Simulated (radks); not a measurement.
Values are calculated unless marked as measured or tabulated.
All-electron atom: the iodine ion I12+ in [Ar] 3d10 4s2 4p5 4d6 (not the ground configuration). Level of theory: scalar-relativistic Kohn-Sham, LDA (Slater exchange, Perdew-Wang correlation), spin-polarised, spherical densities, finite nucleus; open shells are filled with parallel spins first (spin-orbit coupling, left out, can overturn this in heavy ions); Fermi nuclear charge, rms radius 4.75 fm (a radial shooting solver on a logarithmic mesh with Libxc functionals).

Radial electron density D(r) = 4 pi r^2 rho(r):

```
   r/bohr * D(r) (the largest magnitude, 88.6, reaches the edge; | marks zero)
 0.001787 |  *
 0.002015 |   *
  0.00229 |    *
 0.002603 |     *
 0.002958 |      *
 0.003336 |        *
 0.003791 |          *
 0.004309 |            *
 0.004897 |              *
 0.005521 |                *
 0.006275 |                   *
 0.007132 |                       *
 0.008106 |                          *
  0.00914 |                             *
  0.01039 |                                 *
  0.01181 |                                    *
  0.01342 |                                      *
  0.01513 |                                        *
   0.0172 |                                         *
  0.01954 |                                          *
  0.02221 |                                         *
  0.02504 |                                        *
  0.02846 |                                      *
  0.03235 |                                     *
  0.03677 |                                    *
  0.04146 |                                     *
  0.04712 |                                       *
  0.05355 |                                           *
  0.06086 |                                               *
  0.06862 |                                                   *
  0.07799 |                                                      *
  0.08864 |                                                      *
   0.1007 |                                                   *
   0.1136 |                                               *
   0.1291 |                                          *
   0.1467 |                                       *
   0.1668 |                                      *
    0.188 |                                        *
   0.2137 |                                           *
   0.2429 |                                             *
   0.2761 |                                           *
   0.3113 |                                     *
   0.3538 |                            *
   0.4021 |                    *
    0.457 |               *
   0.5152 |             *
   0.5856 |             *
   0.6656 |              *
   0.7564 |             *
   0.8529 |          *
   0.9694 |       *
    1.102 |    *
    1.252 | *
    1.412 |*
    1.605 *
    1.824 *
    2.073 *
    2.337 *
    2.656 *
```

D(r) has 4 maxima, at r = 0.0191, 0.0845, 0.243, 0.660 bohr, and minima at 0.0371, 0.160, 0.532 bohr, inside which lie 1.98, 11.19, 29.23 electrons.
